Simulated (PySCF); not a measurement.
Hf(Cp)2(Cl)2, C10H10Cl2Hf, singlet, GFN2-xTB optimised geometry.

```
23

Hf     0.24    -0.03     0.00
C     -1.03     0.31    -2.11
C     -1.52    -0.88    -1.53
C     -0.48    -1.84    -1.55
C      0.65    -1.23    -2.15
C      0.32     0.10    -2.48
H     -1.61     1.20    -2.33
H     -2.55    -1.07    -1.27
H     -0.58    -2.89    -1.32
H      1.57    -1.74    -2.41
H      0.94     0.79    -3.03
C     -1.10    -1.50     1.44
C     -1.47    -0.18     1.77
C     -0.36     0.43     2.41
C      0.69    -0.51     2.44
C      0.25    -1.70     1.82
H     -1.78    -2.28     1.10
H     -2.46     0.24     1.72
H     -0.35     1.40     2.88
H      1.65    -0.37     2.93
H      0.78    -2.64     1.80
Cl     2.55    -0.03     0.00
Cl     0.18     2.28     0.00
```

Density from CAM-B3LYP/def2-SVP, def2 effective core potentials past Kr (PySCF) at that geometry. The core electrons that the potentials of Hf replace are not part of the density.

Minimum of the electron density along straight lines between bonded atoms, close to the bond critical point (lines longer than 1.1 times the sum of covalent radii, or with two minima, are not listed):

```tsv
bond	length / Å	ρ at the minimum / e bohr⁻³	∇²ρ there / e bohr⁻⁵	position (fraction from the first atom)
C2–C3	1.412	0.297	-0.70	0.50
C3–C4	1.417	0.294	-0.69	0.50
C4–C5	1.412	0.297	-0.70	0.50
C2–C6	1.414	0.296	-0.70	0.50
C5–C6	1.413	0.297	-0.70	0.50
C2–H7	1.081	0.282	-1.10	0.64
C3–H8	1.081	0.280	-1.08	0.64
C4–H9	1.081	0.280	-1.07	0.64
C5–H10	1.081	0.282	-1.11	0.65
C6–H11	1.081	0.281	-1.09	0.64
C12–C13	1.416	0.294	-0.69	0.50
Hf1–C14	2.528	0.043	0.14	0.50
C13–C14	1.416	0.295	-0.70	0.50
Hf1–C15	2.526	0.043	0.14	0.50
C14–C15	1.406	0.301	-0.72	0.50
C12–C16	1.416	0.295	-0.69	0.50
C15–C16	1.417	0.295	-0.70	0.50
C12–H17	1.080	0.281	-1.08	0.64
C13–H18	1.081	0.280	-1.07	0.64
C14–H19	1.080	0.283	-1.11	0.65
C15–H20	1.081	0.283	-1.11	0.65
C16–H21	1.081	0.280	-1.08	0.64
```
